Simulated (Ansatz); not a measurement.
Z-matrix (Å, degrees):
```
Ge
F 1 1.692
F 1 1.691 2 109.5
F 1 1.691 2 109.5 3 120.0
F 1 1.691 2 109.5 3 -120.0
```

Total charge 0; spin multiplicity 1.

**Question.** List the PBE/def2-TZVPP orbital energies in eV (Ansatz 0.2.0). (An estimate is asked.)

**Answer.** Ansatz gave: Occupied: -10807.68, -1340.79, -1194.22, -1194.22, -1194.22, -660.97, -660.97, -660.97, -660.97, -165.72, -117.16, -117.16, -117.16, -33.55, -33.55, -33.55, -32.94, -32.94, -30.96, -29.58, -29.58, -29.58, -15.43, -12.80, -12.80, -12.80, -11.08, -11.08, -10.95, -10.95, -10.95, -10.48, -10.48, -10.48. Lowest empty: -2.88, 0.78, 0.78, 0.78, 4.35, 5.56, 5.56, 5.56.
